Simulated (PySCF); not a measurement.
C₄H₁₁FSi, SMILES CCC[C@@H](F)[SiH3].

Geometry: r2SCAN-D4/def2-SVP. The structure was generated by enumeration; whether it is a known compound was not checked. One conformer was computed; it need not be the lowest.

Two levels are set side by side: TDA-PBE/def2-SVPD (PySCF) and TDA-LC-ωPBE/def2-SVPD (PySCF). Vertical, same geometry. The lowest singlet is HOMO→LUMO 95 % with PBE and HOMO→LUMO+3 24 %, HOMO→LUMO+4 18 %, HOMO→LUMO 16 %, HOMO→LUMO+1 16 % with the other functional; states are paired by order. Differences are taken from unrounded values.

```tsv
quantity	TDA-PBE
lowest singlet excitation (eV)	6.70
lowest triplet excitation (TDA) (eV)	6.40
```

**Question.** These are the TDA-PBE values. What does TDA-LC-ωPBE give? (Estimate from the structure and the level; the computed values follow.)

**Answer.** 
```tsv
quantity	TDA-LC-ωPBE	TDA-PBE minus TDA-LC-ωPBE
lowest singlet excitation (eV)	8.26	-1.56
lowest triplet excitation (TDA) (eV)	7.50	-1.10
```

A lower first singlet is the usual sign of a functional without exact exchange. Differences between two approximate levels are no errors against the true value.

Rough cost on one machine, each run with all the roots and properties that it gave: TDA-LC-ωPBE against TDA-PBE about 5 times.
